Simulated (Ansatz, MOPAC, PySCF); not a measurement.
CH6AlN (SMILES C[NH][AlH2]) and NH3 (SMILES N) are pulled apart as rigid monomers along the line of their centres of mass, from the B3LYP-D3(BJ)/def2-TZVP minimum. Starting geometry (charge 0, multiplicity 1):
```xyz
13

C     -0.50061    -0.40745     1.56202
N     -0.35295     0.28770     0.29150
Al     0.81696    -0.00879    -1.00558
H     -0.35640     0.25774     2.41986
H      0.24625    -1.20006     1.63602
H     -1.48545    -0.87618     1.66539
H     -1.03471     1.02621     0.18674
H      0.73649     0.91151    -2.28394
H      1.86112    -1.17196    -0.79044
N     -0.07454     0.15973     5.43829
H      0.43952    -0.55817     4.94066
H     -1.04026     0.10269     5.13597
H      0.28596     1.05602     5.13143
```

Interaction energies with rigid monomers; basis-set methods are counterpoise corrected unless marked otherwise.

Frozen-core correlation. The state that AM1 reach isn't checked.

Run with Ansatz (a quantum-chemistry and plane-wave program) with Gaussian orbitals; MOPAC for AM1 (differences of heats of formation); PySCF for the dispersion terms. Each number belongs to the level named beside it.

```csv
H4···N10 (Å),AM1 (kcal/mol),PBE-D4/def2-TZVPPD (kcal/mol),wB97M-V/def2-TZVPPD (kcal/mol),CCSD/aug-cc-pV(D+d)Z (kcal/mol),CCSD(T)/aug-cc-pV(D+d)Z (kcal/mol)
2.73,0.18,-0.18,0.13,0.55,0.37
3.03,0.17,-0.51,-0.23,-0.02,-0.14
3.48,0.27,-0.44,-0.24,-0.16,-0.23
4.24,0.19,-0.16,-0.10,-0.07,-0.10
5.44,___,0.02,-0.01,___,0.00
```

Question: Some entries are withheld; supply them.

Answer: 
- 5.44, CCSD/aug-cc-pV(D+d)Z (kcal/mol): 0.00
- 5.44, AM1 (kcal/mol): 0.11
